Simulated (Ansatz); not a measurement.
Ideal-gas functions of `N[Si](Cl)(Cl)Cl` at 400 K and 1 bar, from an Ansatz frequency run at PBE0-D4/def2-TZVP.

Molar mass 150.47 g/mol, point group Cs (symmetry number 1), electronic degeneracy 1, moments of inertia 275.337, 288.615, 388.077 u Å². Harmonic wavenumbers (cm⁻¹, unscaled): 107, 150, 210, 235, 259, 287, 332, 462, 595, 597, 845, 927, 1570, 3610, 3711.

Use S(trans) = R[1.5 ln M + 2.5 ln T − 1.1517]; rotational temperatures θ = 24.2544 K / I; S(rot) = R[ln(√π/σ · √(T³/θAθBθC)) + 1.5]; for each mode x = 1.438777 ν̃/T, S = R[x/(eˣ − 1) − ln(1 − e⁻ˣ)] and H = RT x/(eˣ − 1); 1 cm⁻¹ = 0.0119627 kJ/mol; R = 8.31446 J/(mol·K).

Q: By hand: the entropy, in J/(mol·K).

A: Translation 177.5. Rotation: θ = 0.0881, 0.084, 0.0625 K, giving 123.9. Vibration, mode by mode: 16.30, 13.54, 10.84, 9.96, 9.20, 8.41, 7.32, 4.99, 3.41, 3.39, 1.68, 1.33, 0.20, 0.00, 0.00, in all 90.6. Electronic 0.0. Sum 392.0 J/(mol·K).

Q: By hand: H − E and G − E in kJ/mol, counted from the electronic energy.

A: Zero-point energy ½ × 13897 × 0.0119627 = 83.1; thermal vibration 19.4; translation, rotation and pV give 4 RT = 13.3. H − E = 115.8 kJ/mol, and G − E = 115.8 − 400 × 392.0/1000 = -41.0 kJ/mol.

Vibration gives 23 % of the entropy, 16.3 J/(mol·K) of it from the mode under 150 cm⁻¹: soft modes count most, and the harmonic formula is weakest for them. The sum counts one conformer and one mirror image; others add a mixing term.
